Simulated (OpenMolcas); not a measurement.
**Ions of charge +3 along the 4f row on the Zn site of KZnF3**

```
Program             : OpenMolcas 26.06
Method              : CASSCF
Spin-orbit coupling : RASSI with atomic mean-field integrals over the reference wave functions
```

The f shell is active. Each dopant is a cluster with its nearest anions in model potentials and point charges, with no relaxation and no local charge compensation. Distances were set from a Shannon-type radius of the metal (high-spin where two are listed) plus a fixed donor radius (F 1.31 Å), in hosts weighted 0.65 to 0.35 with the host's distance in the model lattice. Ligand basis ANO-RCC-VDZP, DKH2 Hamiltonian. States (labels of O, the rotations of Oh). Energies in cm-1 above the lowest state or level, χT in cm3 K/mol; under a threefold ground state the first gap can be a small split of the lowest multiplet, not the spin-orbit step. Free-ion χT is g² J(J+1) / 8 for Hund's level.

| Ion | Shell | R (Å) | Metal basis | Ground state | First state of that spin | First gap with spin-orbit (degeneracies) | Width of lowest J | χT at 300 K | Free-ion χT |
| --- | --- | --- | --- | --- | --- | --- | --- | --- | --- |
| Dy3+ | 4f9 | 2.154 | ANO-RCC-VDZP | 6T1 | 6T2 470.9 | 51.6 (2, 4) | 619 | 13.635 | 14.167 |
| Ho3+ | 4f10 | 2.147 | ANO-RCC-VDZP | 5A2 | 5T2 160.1 | 18.3 (2, 3) | 414 | 13.595 | 14.062 |
| Er3+ | 4f11 | 2.139 | ANO-RCC-VDZP | 4A1 | 4T2 6.7 | 20.2 (4, 2) | 446 | 11.170 | 11.475 |
| Tm3+ | 4f12 | 2.133 | ANO-RCC-VDZP | 3T1 | 3E 161.8 | 86.5 (1, 3) | 588 | 6.850 | 7.146 |
| Yb3+ | 4f13 | 2.125 | ANO-RCC-VDZP | 2T1 | 2T2 565.9 | 351.5 (2, 4) | 712 | 2.219 | 2.571 |

χT departs most from the free-ion value for Dy3+, by -0.532 cm3 K/mol.

Without dynamic correlation the ligand-field splitting of an f shell can come out too small, at times by half. High states are left out of the spin-orbit mixing, which shifts the levels that they would mix with (holds for Dy3+; Ho3+; Er3+). A group larger than the point group allows holds several states that coincide in this model. No measured value stands beside these numbers; the geometry was set by hand and not optimised.
